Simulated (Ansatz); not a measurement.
Cartesian coordinates (Å):
```xyz
20

B     -2.2162    -1.6783    -0.3393
C     -1.2332    -0.4894    -0.1062
C     -1.8644     0.7515     0.1138
C     -1.3205     2.0157     0.3523
F     -2.2350     2.9897     0.5188
C      0.0015     2.4427     0.4478
C      1.1511     1.6600     0.3200
C      1.2672     0.2968     0.0719
C      2.4873    -0.3958    -0.0383
C      2.2074    -1.7490    -0.2904
C      0.8146    -1.9479    -0.3462
C      0.1648    -0.7179    -0.1295
H     -3.4029    -1.4655    -0.3074
H     -1.8391    -2.7993    -0.5511
H     -2.9567     0.7533     0.1006
H      0.1265     3.5099     0.6449
H      2.0991     2.1966     0.4310
H      3.4734     0.0578     0.0583
H      2.9545    -2.5329    -0.4239
H      0.3206    -2.8982    -0.5273
```
Charge 0, multiplicity 1.

These are frozen-core CCSD(T)/cc-pVDZ // B3LYP-D3(BJ)/def2-SVP (Ansatz, a program for electronic structure) values and carry that method's errors. The restricted HF reference is unstable towards unrestricted orbitals.

| Quantity | Result |
|---|---|
| HF energy | -507.41847 Ha |
| MP2 correlation energy | -1.57081 Ha |

Q: Estimate the CCSD correlation energy, the (T) correction, the total energy and the T1 diagnostic.

A: 
CCSD correlation energy: -1.62071 Ha
(T) correction: -0.07619 Ha
CCSD(T) total energy: -509.11537 Ha
T1 diagnostic: 0.013
